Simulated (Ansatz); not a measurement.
Geometry optimisation, Ansatz, RKS revPBE-D4/def2-SVP.

input.yaml

```yaml
crystal:
  periodic: [false, false, false]
  atoms:
    - { symbol: F, position_ang: [-2.39425, -1.05857, 1.1598] }
    - { symbol: C, position_ang: [-1.65813, -0.45687, 0.1978] }
    - { symbol: B, position_ang: [-0.30288, -0.09613, 0.1179] }
    - { symbol: Al, position_ang: [1.65164, 0.46286, -0.18616] }
    - { symbol: H, position_ang: [-2.2925, -0.22933, -0.66649] }
    - { symbol: H, position_ang: [2.4149, 1.53712, 0.65762] }
    - { symbol: H, position_ang: [2.58121, -0.15908, -1.28047] }
basis:
  gaussian: { orbitals: def2-SVP }
hamiltonian:
  xc: revpbe
  dispersion: d4
relax:
  f_tol: 0.02
  max_steps: 50
```

Launched with:

```bash
$ ansatz run input.yaml --threads 1 --pin off --max-ram 2048MiB --backend cpu --events-out ev --progress --plain --runs-dir out
```

Problem. Where does it end, and by what steps?

Solution. The forces met the threshold. After 10 steps the energy has fallen by 0.371 eV; H5 moved furthest, 0.75 Å.

```json
{"step": "0", "energy less start (eV)": "0.0000", "largest force component (eV/Å)": "1.094", "accepted": "yes"}
{"step": "1", "energy less start (eV)": "-0.1820", "largest force component (eV/Å)": "1.059", "accepted": "yes"}
{"step": "2", "energy less start (eV)": "-0.1986", "largest force component (eV/Å)": "1.078", "accepted": "yes"}
{"step": "3", "energy less start (eV)": "-0.3294", "largest force component (eV/Å)": "0.443", "accepted": "yes"}
{"step": "4", "energy less start (eV)": "-0.3671", "largest force component (eV/Å)": "0.225", "accepted": "yes"}
{"step": "5", "energy less start (eV)": "-0.3691", "largest force component (eV/Å)": "0.064", "accepted": "yes"}
{"step": "6", "energy less start (eV)": "-0.3702", "largest force component (eV/Å)": "0.054", "accepted": "yes"}
{"step": "7", "energy less start (eV)": "-0.3704", "largest force component (eV/Å)": "0.044", "accepted": "yes"}
{"step": "8", "energy less start (eV)": "-0.3705", "largest force component (eV/Å)": "0.026", "accepted": "yes"}
{"step": "9", "energy less start (eV)": "-0.3699", "largest force component (eV/Å)": "0.090", "accepted": "no"}
{"step": "10", "energy less start (eV)": "-0.3706", "largest force component (eV/Å)": "0.015", "accepted": "yes"}
```

```xyz
7
Properties=species:S:1:pos:R:3
F -2.501 -0.405 1.216
C -1.652 -0.489 0.171
B -0.282 -0.055 0.113
Al 1.686 0.498 -0.178
H -2.110 -0.956 -0.728
H 2.504 1.189 1.014
H 2.355 0.219 -1.607
```

Whether the end is a true minimum wasn't checked by a vibrational analysis.

Time of the run: 21 s on 1 thread of Intel(R) Xeon(R) Platinum 8223CL CPU @ 3.00GHz (Skylake/Cascade Lake), with other jobs on the host, peak memory 0.17 GiB.
